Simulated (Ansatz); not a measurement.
The lowest singlet and triplet of Cl2Si (SMILES Cl[Si]Cl); geometries from B3LYP-D3(BJ)/def2-TZVP, each state relaxed from the structure named, with no frequency check.
Singlet (charge 0, multiplicity 1):
```xyz
3

Cl    -1.62303    -0.38688     0.00000
Si    -0.00068     0.93672     0.00000
Cl     1.62359    -0.38453     0.00000
```
Triplet (charge 0, multiplicity 3):
```xyz
3

Cl    -1.77128    -0.30940     0.00000
Si    -0.00049     0.74857     0.00000
Cl     1.77168    -0.30707     0.00000
```

```csv
level,"gap E(singlet) − E(triplet), adiabatic (kJ/mol)",cost
R-HF/cc-pV(T+d)Z,-144.0,-
U-HF/cc-pV(T+d)Z,-144.4,-
R-B3LYP/def2-TZVPP,-221.4,×1
R-PBE0/def2-TZVPP,-200.8,×1
U-PBE0/def2-TZVPP,-200.8,×2
U-wB97X-V/def2-TZVPP,-223.4,×4
R-B2PLYP/def2-TZVPP,-220.8,×2
U-MP2/cc-pV(D+d)Z,-202.2,-
U-MP2/cc-pV(Q+d)Z,-206.8,-
R-CCSD/cc-pV(D+d)Z,-214.4,-
U-CCSD/cc-pV(Q+d)Z,-216.5,-
R-CCSD(T)/cc-pV(D+d)Z,-218.2,×2
U-CCSD(T)/cc-pV(T+d)Z,-220.9,×10
R-CCSD(T)/cc-pV(Q+d)Z,-222.1,×20
"SA-CASSCF(2,2)/cc-pV(D+d)Z",-195.4,-
"SA-CASSCF(2,2)/cc-pV(Q+d)Z",-193.6,-
"SC-NEVPT2 on SA-CASSCF(2,2)/cc-pV(T+d)Z",-220.6,-
"FIC-NEVPT4(SD) on SA-CASSCF(2,2)/cc-pV(D+d)Z",-216.8,-
"FIC-NEVPT4(SD) on SA-CASSCF(2,2)/cc-pV(Q+d)Z",-221.7,-
"FIC-MRCISD+Q on SA-CASSCF(2,2)/cc-pV(Q+d)Z",-219.8,-
```

The rows run from -223.4 (U-wB97X-V/def2-TZVPP) to -144.0 kJ/mol (R-HF/cc-pV(T+d)Z). From cc-pV(D+d)Z to cc-pV(Q+d)Z R-CCSD(T) changes by -3.9. The 3 R-functionals in def2-TZVPP without D3 or D4 span 20.6, from R-B3LYP to R-PBE0.

A positive gap puts the triplet lower; no zero-point energy. R- takes a restricted singlet. U- takes an unrestricted singlet (broken symmetry where lower, unprojected). The triplet is unrestricted in single-reference levels. Active spaces average the two states.

Correlated levels freeze the cores.

Doubts at one or more of the structures used: a restricted determinant that unrestricted orbitals would lower (R-HF/cc-pV(T+d)Z, R-CCSD/cc-pV(D+d)Z, R-CCSD(T)/cc-pV(D+d)Z, R-CCSD(T)/cc-pV(Q+d)Z).

Codes used: Ansatz (Gaussian basis) for Hartree–Fock, density functionals and correlated methods. Each number belongs to the level named beside it.

Costs are rough ratios of core time to R-PBE/def2-TZVPP (about 5 s over the structures, on one shared machine); a dash marks a level with no comparable run of its own.

Ansatz is a quantum-chemistry and plane-wave program.
